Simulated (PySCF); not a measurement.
Spin states and ions at one geometry of [Bi3]3+

PySCF 2.14.0, RKS PBE, Bi def2-SVP with ECP60; non-relativistic Hamiltonian with scalar-relativistic core potentials where named; density fitting; no spin-orbit coupling; singlets restricted, open shells unrestricted. The geometry is relaxed for charge +3, singlet, vacuum:

```xyz
3

Bi    0.0000    0.0000    2.9084
Bi    0.0000    0.0000    0.0000
Bi    0.0000    0.0000   -2.9084
```

Energies count from the relaxed state; an electron taken off or put on is at rest in vacuum. Charges and spins are Mulliken's.

| state | energy (eV) | spin squared | charge on Bi1 (e) | spin on Bi1 (e) | dipole about the centre of mass (D) |
| --- | --- | --- | --- | --- | --- |
| charge +3, singlet, vacuum | 0.00 | 0.00 | 1.26 | 0.00 | 0.00 |
| charge +3, triplet, vacuum | 0.38 | 2.00 | 1.21 | 0.75 | 0.00 |
| charge +3, quintet, vacuum | 0.73 | 6.00 | 1.15 | 1.32 | 0.00 |
| charge +4, doublet, vacuum | 21.88 | 0.75 | 1.63 | 0.22 | 0.00 |

Q: What does the state charge +2, doublet, vacuum give?

A: energy (eV) -16.43, spin squared 0.85, charge on Bi1 (e) 0.84, spin on Bi1 (e) 0.74, dipole about the centre of mass (D) 0.00.

With an electron taken off (doublet) the charges change, summed by element, by Bi +1.00 e. The vertical ionisation energy is 21.88 eV, against −ε(HOMO) = 19.48 eV of the relaxed state. The level lies 2.4 eV too high, as is usual for semilocal functionals and global hybrids, which keep a self-interaction error.

With an electron put on (doublet) the charges change, summed by element, by Bi -1.00 e. The vertical electron affinity is 16.43 eV, against −ε(LUMO) = 18.72 eV of the relaxed state.

Open shells may have lower solutions than those found. Hard to converge, so the more doubtful: charge +2, doublet, vacuum. A restricted singlet can lie too high where a spin-broken solution exists, which wasn't tested: charge +3, singlet, vacuum.

The gap of the closed shell is small, and it wasn't tested for a lower spin-broken solution at this geometry.
